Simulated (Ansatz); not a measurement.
H₃O₃STa, SMILES `[OH][Ta]([OH])([OH])=[S]` from Hartree–Fock to CCSD(T)

```xyz
8

O     1.410   -1.219   -0.239
Ta    0.014    0.033    0.028
O    -0.482    0.758   -1.650
O    -1.479   -0.869    0.766
S     0.668    1.612    1.362
H     2.301   -1.246    0.110
H    -0.483    1.662   -1.965
H    -1.949   -0.731    1.589
```

The species carries charge 0 and has multiplicity 1. Correlated methods include outer-core shells of Ta, which these sets cover unevenly. Ta: def2 effective core potential. Geometry: relaxed with PBE0-D4/def2-TZVP. It is one conformer, not always the lowest. Frozen core, restricted reference, Ansatz 0.2.0.

```tsv
basis	HF (Eh)	MP2 corr.	CCSD corr.	(T)	CCSD(T) total
def2-SVP	-680.16781	-0.98792	-0.98488	-0.03726	-681.18995
def2-TZVPP	-680.62276	-1.30428	-1.29252	-0.06290	-681.97818
def2-QZVPP	-680.64505	-1.42971	–	–	–
```
